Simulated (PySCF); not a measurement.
Ge(H)2(OEt)(NH2) (C₂H₉GeNO), SMILES CC[O][GeH2][NH2].

Coordinates come from a PBE-D3(BJ)/def2-SVP optimisation. The values are those of a single conformer.

Calculation: TDA-M06-2X/def2-SVPD run with PySCF 2.14.0.

Vertical excitations. 

```
state  energy (eV)  λ (nm)      f                                                                 main pairs
-----  -----------  ------  -----  -------------------------------------------------------------------------
S1            6.66     186  0.038                                           HOMO→LUMO 62 %, HOMO−1→LUMO 23 %
S2            7.35     169  0.005                                       HOMO→LUMO+1 44 %, HOMO−1→LUMO+1 29 %
S3            7.61     163  0.021                                           HOMO−1→LUMO 62 %, HOMO→LUMO 21 %
S4            7.68     161  0.016  HOMO−1→LUMO+1 36 %, HOMO→LUMO+1 19 %, HOMO→LUMO+2 19 %, HOMO−1→LUMO+2 8 %
S5            7.94     156  0.086                        HOMO→LUMO+2 46 %, HOMO→LUMO+1 15 %, HOMO→LUMO+3 8 %
S6            8.04     154  0.025                                      HOMO−1→LUMO+2 56 %, HOMO−1→LUMO+1 9 %
S7            8.28     150  0.039                                       HOMO−2→LUMO+1 45 %, HOMO−2→LUMO 31 %
S8            8.30     149  0.036                                       HOMO−2→LUMO 41 %, HOMO−2→LUMO+1 28 %
S9            8.36     148  0.025                                       HOMO→LUMO+3 37 %, HOMO−1→LUMO+3 28 %
S10           8.40     148  0.010     HOMO→LUMO+6 42 %, HOMO−1→LUMO+6 13 %, HOMO→LUMO+5 9 %, HOMO−2→LUMO 7 %
T1            6.31     197      0                         HOMO→LUMO 52 %, HOMO−1→LUMO 20 %, HOMO→LUMO+2 11 %
T2            6.98     178      0                                       HOMO→LUMO+1 47 %, HOMO−1→LUMO+1 11 %
T3            7.14     174      0                                       HOMO−1→LUMO+1 48 %, HOMO→LUMO+1 17 %
T4            7.42     167      0                                           HOMO−1→LUMO 50 %, HOMO→LUMO 24 %
```
Triplets are in the Tamm–Dancoff approximation.
